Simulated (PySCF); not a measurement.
Symmetry of computed structures. Computed with PySCF 2.14.0, PBE0-D3(BJ)/def2-SVP geometry optimisation, gas phase, def2 core potentials past Kr. The symmetry is that of the one conformer found, every atom within 0.08 Å of its image; none is proved a minimum here. Atoms past krypton carry def2 core potentials. The geometries of the anions come from a basis without diffuse functions.

Problem. What symmetry has [PdF6]2- (`[F][Pd-2]([F])([F])([F])([F])[F]`)?

Solution. Oh; spherical top; symmetry number 24; 48 operations, which sort the 7 atoms into 2 sets; dipole about the centre of mass forbidden by symmetry (computed 0.00 D).

Problem. `[H][Ge]([H])([H])[CH]=C` (Ge(vinyl)H3): symmetry, top, dipole?

Solution. Cs; near-prolate asymmetric top; symmetry number 1; 2 operations, which sort the 9 atoms into 8 sets; dipole 0.61 D, in the ab plane, which is the mirror; A, B, C = 32863, 3760, 3522 MHz.

Problem. Point group, rotor type and polarity of `[CH3:1][S:2][c:3]1[cH:4][cH:5][cH:6][s:7]1` with C1–S2–C3–C4 180°, H–C1–S2–C3 62° (nearest H)?

Solution. Cs; asymmetric top; symmetry number 1; 2 operations, which sort the 13 atoms into 12 sets; dipole 0.97 D, in the ab plane, which is the mirror; A, B, C = 4056, 1405, 1051 MHz.

Problem. What symmetry has `[CH3:1][CH2:2][CH2:3][C:4](=[O:5])[Cl:6]` with C1–C2–C3–C4 180°, C2–C3–C4–O5 0°?

Solution. Cs; near-prolate asymmetric top; symmetry number 1; 2 operations, which sort the 13 atoms into 10 sets; dipole 2.83 D, in the ab plane, which is the mirror; heavy atoms equivalent by symmetry: none.

Problem. Point group, rotor type and polarity of `Clc1cccc2n[se]nc12`?

Solution. Cs; asymmetric top; symmetry number 1; 2 operations, which sort the 13 atoms into 13 sets; dipole 1.41 D, in the ab plane, which is the mirror.

Problem. What symmetry has `[CH:1]#[C:2][C:3]1([C:4]([NH2:5])=[O:6])[CH2:7][CH2:8]1` with C2–C3–C4–N5 0°, C3–C4–N5–H 179° and 1°?

Solution. Cs; asymmetric top; symmetry number 1; 2 operations, which sort the 15 atoms into 12 sets; dipole 2.90 D, in the ab plane, which is the mirror.

Problem. Point group, rotor type and polarity of `[Cl:1][C@@H:2]1[CH2:3][CH2:4][O:5][CH2:6]1` with Cl1–C2–C3–C4 -105°, C2–C3–C4–O5 -35°, C3–C4–O5–C6 44°, C4–O5–C6–C2 -35°?

Solution. C1; asymmetric top; symmetry number 1; this conformer is chiral (no improper operation); dipole 1.22 D; A, B, C = 6059, 2027, 1747 MHz.
